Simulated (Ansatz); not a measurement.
Consider the redistribution: `FB(Cl)O[SiH3]` + `[AlH2][SeH]` → `FB(Cl)[SeH]` + `[AlH2][O][SiH3]`.

Program: Ansatz. Geometries: PBE0-D4/def2-TZVP. ΔE: electronic, gas phase. CBS: MP2 limit from def2 TZ/QZ plus the TZ coupled-cluster correction, frozen cores. This one scheme is used for every species. Functionals use def2-TZVPP. B3LYP here is the variant with VWN-RPA as its local correlation; programs differ in this. HSE06 is defined as in plane-wave codes. For Se outer-core shells are correlated without core-valence functions, which leaves a few kJ/mol of doubt a bond. Scalar relativity is left out up to krypton. One conformer a species, not always the lowest.

`FB(Cl)O[SiH3]`:

Z-matrix (Å, degrees):
```
Si
O 1 1.661
H 1 1.482 2 110.5
H 1 1.480 2 107.4 3 120.6
H 1 1.480 2 107.3 3 -120.6
B 2 1.334 1 137.4 3 -1.6
Cl 6 1.754 2 120.6 1 180.0
F 6 1.325 2 121.7 1 -0.0
```

`[AlH2][SeH]`:

Z-matrix (Å, degrees):
```
Al
Se 1 2.314
H 1 1.579 2 116.3
H 1 1.580 2 119.2 3 180.0
H 2 1.469 1 92.2 3 179.9
```

`FB(Cl)[SeH]`:

Z-matrix (Å, degrees):
```
B
F 1 1.317
Se 1 1.936 2 117.5
Cl 1 1.748 2 118.6 3 180.0
H 3 1.466 1 94.2 2 180.0
```

`[AlH2][O][SiH3]`:

```xyz
8

Al   -0.665   -1.727   -0.267
O    -0.058   -0.179   -0.014
Si    0.511    1.325    0.207
H    -1.192   -2.529    0.987
H    -0.672   -2.289   -1.743
H     1.976    1.280    0.461
H    -0.159    1.964    1.371
H     0.259    2.156   -1.001
```

```json
{"level": "LDA (SPW92)", "ΔE (kJ/mol)": "44.3", "difference from CCSD(T)/CBS": "5.5"}
{"level": "PBE-D4", "ΔE (kJ/mol)": "39.3", "difference from CCSD(T)/CBS": "0.5"}
{"level": "revPBE-D4", "ΔE (kJ/mol)": "36.7", "difference from CCSD(T)/CBS": "-2.1"}
{"level": "BLYP-D4", "ΔE (kJ/mol)": "33.6", "difference from CCSD(T)/CBS": "-5.2"}
{"level": "r2SCAN-D4", "ΔE (kJ/mol)": "39.6", "difference from CCSD(T)/CBS": "0.8"}
{"level": "B97M-V", "ΔE (kJ/mol)": "35.8", "difference from CCSD(T)/CBS": "-3.0"}
{"level": "PBE0-D4", "ΔE (kJ/mol)": "44.3", "difference from CCSD(T)/CBS": "5.5"}
{"level": "B3LYP-D4", "ΔE (kJ/mol)": "38.5", "difference from CCSD(T)/CBS": "-0.3"}
{"level": "r2SCANh-D4", "ΔE (kJ/mol)": "41.4", "difference from CCSD(T)/CBS": "2.6"}
{"level": "r2SCAN0-D4", "ΔE (kJ/mol)": "44.1", "difference from CCSD(T)/CBS": "5.3"}
{"level": "HSE06-D4", "ΔE (kJ/mol)": "44.8", "difference from CCSD(T)/CBS": "6.0"}
{"level": "BHLYP-D4", "ΔE (kJ/mol)": "43.8", "difference from CCSD(T)/CBS": "5.0"}
{"level": "CAM-B3LYP-D4", "ΔE (kJ/mol)": "40.1", "difference from CCSD(T)/CBS": "1.3"}
{"level": "ωB97X-V", "ΔE (kJ/mol)": "40.1", "difference from CCSD(T)/CBS": "1.3"}
{"level": "B2PLYP", "ΔE (kJ/mol)": "37.5", "difference from CCSD(T)/CBS": "-1.3"}
{"level": "PBE-QIDH", "ΔE (kJ/mol)": "42.5", "difference from CCSD(T)/CBS": "3.7"}
{"level": "PBE", "ΔE (kJ/mol)": "40.2", "difference from CCSD(T)/CBS": "1.4"}
{"level": "revPBE", "ΔE (kJ/mol)": "39.0", "difference from CCSD(T)/CBS": "0.2"}
{"level": "BLYP", "ΔE (kJ/mol)": "35.8", "difference from CCSD(T)/CBS": "-3.0"}
{"level": "PBE0", "ΔE (kJ/mol)": "45.0", "difference from CCSD(T)/CBS": "6.2"}
{"level": "B3LYP", "ΔE (kJ/mol)": "40.2", "difference from CCSD(T)/CBS": "1.4"}
{"level": "r2SCANh", "ΔE (kJ/mol)": "41.5", "difference from CCSD(T)/CBS": "2.7"}
{"level": "r2SCAN0", "ΔE (kJ/mol)": "44.2", "difference from CCSD(T)/CBS": "5.4"}
{"level": "HSE06", "ΔE (kJ/mol)": "45.4", "difference from CCSD(T)/CBS": "6.6"}
{"level": "BHLYP", "ΔE (kJ/mol)": "45.4", "difference from CCSD(T)/CBS": "6.6"}
{"level": "CAM-B3LYP", "ΔE (kJ/mol)": "40.8", "difference from CCSD(T)/CBS": "2.0"}
{"level": "LC-ωPBE", "ΔE (kJ/mol)": "41.5", "difference from CCSD(T)/CBS": "2.7"}
{"level": "HF/def2-SVP", "ΔE (kJ/mol)": "61.4", "difference from CCSD(T)/CBS": "22.6"}
{"level": "MP2/def2-SVP", "ΔE (kJ/mol)": "47.9", "difference from CCSD(T)/CBS": "9.1"}
{"level": "CCSD/def2-SVP", "ΔE (kJ/mol)": "52.1", "difference from CCSD(T)/CBS": "13.3"}
{"level": "HF/def2-TZVPP", "ΔE (kJ/mol)": "53.9", "difference from CCSD(T)/CBS": "15.1"}
{"level": "MP2/def2-TZVPP", "ΔE (kJ/mol)": "33.2", "difference from CCSD(T)/CBS": "-5.6"}
{"level": "SCS-MP2/def2-TZVPP", "ΔE (kJ/mol)": "33.7", "difference from CCSD(T)/CBS": "-5.1"}
{"level": "CCSD/def2-TZVPP", "ΔE (kJ/mol)": "40.3", "difference from CCSD(T)/CBS": "1.5"}
{"level": "CCSD(T)/def2-TZVPP", "ΔE (kJ/mol)": "38.4", "difference from CCSD(T)/CBS": "-0.4"}
{"level": "HF/def2-QZVPP", "ΔE (kJ/mol)": "52.8", "difference from CCSD(T)/CBS": "14.0"}
{"level": "MP2/def2-QZVPP", "ΔE (kJ/mol)": "33.1", "difference from CCSD(T)/CBS": "-5.7"}
{"level": "HF/CBS(def2)", "ΔE (kJ/mol)": "52.7", "difference from CCSD(T)/CBS": "13.9"}
{"level": "MP2/CBS(def2)", "ΔE (kJ/mol)": "33.6", "difference from CCSD(T)/CBS": "-5.2"}
{"level": "CCSD/CBS(def2)", "ΔE (kJ/mol)": "40.8", "difference from CCSD(T)/CBS": "2.0"}
{"level": "CCSD(T)/CBS", "ΔE (kJ/mol)": "38.8", "difference from CCSD(T)/CBS": "0"}
```

Largest T1 diagnostic among the species: 0.012.

At CCSD(T), def2-SVP lies +12.0 kJ/mol from the extrapolated value and def2-TZVPP −0.4 kJ/mol. From r2SCAN to r2SCAN0 (25 % exact exchange), in def2-TZVPP and without D4, ΔE moves by +4.6 kJ/mol.
